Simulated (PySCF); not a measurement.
Si(H)2(OMe)(OEt), C₃H₁₀O₂Si, SMILES CCO[SiH2]OC, GFN2-xTB optimised geometry.

```
16

Si     0.55    -0.62     0.00
O      0.03    -1.37    -1.35
C      0.25    -2.69    -1.74
O     -0.08     0.86     0.00
C     -0.04     1.87    -0.97
C     -1.00     2.98    -0.58
H      2.02    -0.62     0.00
H     -0.03    -1.16     1.22
H      1.32    -2.90    -1.82
H     -0.22    -2.84    -2.71
H     -0.18    -3.39    -1.01
H      0.98     2.26    -1.04
H     -0.32     1.46    -1.94
H     -2.02     2.59    -0.51
H     -0.97     3.78    -1.32
H     -0.72     3.39     0.39
```

Density from PySCF with PBE0/def2-TZVP at that geometry.

Minimum of the electron density along straight lines between bonded atoms, close to the bond critical point (lines longer than 1.1 times the sum of covalent radii, or with two minima, are not listed):

```tsv
bond	length / Å	ρ at the minimum / e bohr⁻³	∇²ρ there / e bohr⁻⁵	position (fraction from the first atom)
Si1–O2	1.626	0.143	0.92	0.41
O2–C3	1.394	0.263	-0.45	0.66
Si1–O4	1.607	0.148	0.98	0.42
O4–C5	1.402	0.258	-0.46	0.66
C5–C6	1.521	0.253	-0.65	0.51
Si1–H7	1.468	0.126	0.17	0.49
Si1–H8	1.455	0.130	0.19	0.49
C3–H9	1.093	0.284	-1.00	0.64
C3–H10	1.091	0.286	-1.02	0.65
C3–H11	1.093	0.284	-1.00	0.64
C5–H12	1.097	0.283	-0.99	0.64
C5–H13	1.096	0.285	-1.01	0.65
C6–H14	1.087	0.280	-0.96	0.64
C6–H15	1.087	0.279	-0.96	0.64
C6–H16	1.087	0.280	-0.96	0.64
```
